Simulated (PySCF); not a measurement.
CH2NO, SMILES N=C=[OH+], charge +1.

Geometry optimised at B3LYP-D3(BJ)/def2-TZVP. The isomer is the one that the SMILES or the coordinates give; other isomers of the formula were not compared.

Two levels are set side by side: TDA-PBE/def2-SVPD (PySCF) and TDA-LC-ωPBE/def2-SVPD (PySCF). Vertical, same geometry. The lowest singlet is HOMO→LUMO 99 % with PBE and HOMO→LUMO 96 % with the other functional; states are paired by order. Differences are taken from unrounded values.

```
quantity                               TDA-LC-ωPBE
-------------------------------------  -----------
lowest singlet excitation (eV)                7.76
lowest triplet excitation (TDA) (eV)          7.01
first bright state (f over 0.05) (eV)        12.86
its oscillator strength                       0.42
```

**Question.** What does TDA-PBE give, and how far is it from TDA-LC-ωPBE? (An estimate is asked for; the answer gives what the named calculation found.)

**Answer.** 
| quantity | TDA-PBE | TDA-PBE minus TDA-LC-ωPBE |
|---|---|---|
| lowest singlet excitation (eV) | 7.65 | -0.11 |
| lowest triplet excitation (TDA) (eV) | 7.08 | 0.07 |
| first bright state (f over 0.05) (eV) | 11.67 | -1.20 |
| its oscillator strength | 0.08 | -0.34 |

Rough cost on one machine, each run with all the roots and properties that it gave: TDA-LC-ωPBE against TDA-PBE within a factor of 2.
